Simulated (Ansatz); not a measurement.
One change: `CS[SiH](F)Cl` becomes `CS[SiH](O)F`.

Ansatz, PBE0-D4/def2-TZVP geometries, multiplicity 1. Each molecule was computed in one conformer, which needn't be the lowest.

```csv
property,`CS[SiH](F)Cl`
HOMO energy (PBE0/def2-TZVPP) / eV,-7.56
HOMO–LUMO gap (PBE/def2-TZVPP) / eV,5.10
size of the dipole moment (PBE/def2-TZVPP) / D,1.37
HOMO energy (B3LYP/def2-TZVPP) / eV,-7.31
LUMO energy (PBE0/def2-TZVPP) / eV,-0.27
HOMO energy (ωB97M-V/def2-TZVPP) / eV,-9.75
```

Q: Give the same properties after the change, and the shifts. (Best estimate.)

A: Ansatz gave: 
```
                                      property  `CS[SiH](O)F`  shift
            HOMO energy (PBE0/def2-TZVPP) / eV          -7.29   0.27
           HOMO–LUMO gap (PBE/def2-TZVPP) / eV           5.08  -0.02
size of the dipole moment (PBE/def2-TZVPP) / D           1.25  -0.12
           HOMO energy (B3LYP/def2-TZVPP) / eV          -7.05   0.26
            LUMO energy (PBE0/def2-TZVPP) / eV          -0.05   0.22
         HOMO energy (ωB97M-V/def2-TZVPP) / eV          -9.49   0.26
```

With PBE0 the HOMO rises by 0.27 eV and the LUMO rises by 0.22 eV, so the gap narrows by about 0.05 eV. PBE moves the HOMO by 0.27 eV and ωB97M-V by 0.26 eV. Dipoles are sizes alone; their direction can turn.

B3LYP here is the variant with VWN-RPA as its local correlation; programs differ in this.
